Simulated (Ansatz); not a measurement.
Reaction (ligand exchange at the Si–O bond): `[OH][Ge][O][SiH3]` + `NC(O)(F)F` → `NC(F)(F)O[SiH3]` + `[OH][Ge][OH]`

Isolated molecules relaxed with PBE0-D4/def2-TZVP in Ansatz; ΔE leaves out vibrations. CBS: MP2 limit from def2 TZ/QZ plus the TZ coupled-cluster correction, frozen cores. For Ge outer-core shells are correlated without core-valence functions, which leaves a few kJ/mol of doubt a bond. Scalar relativity is left out up to krypton. One conformer a species, not always the lowest.

```json
{"level": "HF/def2-TZVPP", "ΔE (eV)": "0.29"}
{"level": "CCSD/CBS(def2)", "ΔE (eV)": "0.24"}
```

(1) What does CCSD(T)/CBS give? (An estimate is asked.)

Largest T1 diagnostic among the species: 0.015.

## Answers

(1) Computed: +0.23 eV. The listed levels differ from it by 0.06, 0.01 eV.

In def2-TZVPP, CCSD(T) changes the Hartree–Fock value by −0.03 eV (the triples alone add −0.00 eV) and MP2 by −0.04 eV.
